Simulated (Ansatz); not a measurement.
Frontier orbitals of C3H9BSi, SMILES `CC1BC[SiH2]1`.

```xyz
14

C    -1.3834   -0.9607   -1.1295
C    -0.1137   -0.5654   -0.4129
B    -0.0043   -0.3866    1.1231
C     1.2745    0.4537    1.4201
Si    0.6342    1.2029   -0.2124
H    -2.2503   -0.4645   -0.6876
H    -1.3626   -0.7039   -2.1919
H    -1.5564   -2.0385   -1.0593
H     0.7831   -1.0296   -0.8487
H    -0.9667   -0.3884    1.8404
H     1.3786    1.0050    2.3489
H     2.2277    0.0119    1.1140
H    -0.3345    2.3199   -0.0891
H     1.6738    1.5443   -1.2151
```

Charge 0, multiplicity 1. The geometry is a stationary point of PBE0-D4/def2-TZVP. Basis def2-TZVPP, the Gaussian-basis code of Ansatz.

Orbital energies of one run (eV). Highest occupied ones, from the top: -9.68, -10.15, -11.29, -11.71, -12.57, -12.84, -13.92, -14.13, -14.68, -16.23, -16.72, -19.86, -22.55, -24.26. Empty: 0.95, 1.83, 2.40, 2.89, 3.09, 3.43.

Question: Which functional gave them?
A. B3LYP
B. BLYP
C. B97M-V
D. ωB97M-V

Answer: D. HOMO energies: ωB97M-V -9.68, BLYP -6.22, B3LYP -7.30, B97M-V -6.67 eV.

B3LYP here is the variant with VWN-RPA as its local correlation; programs differ in this.
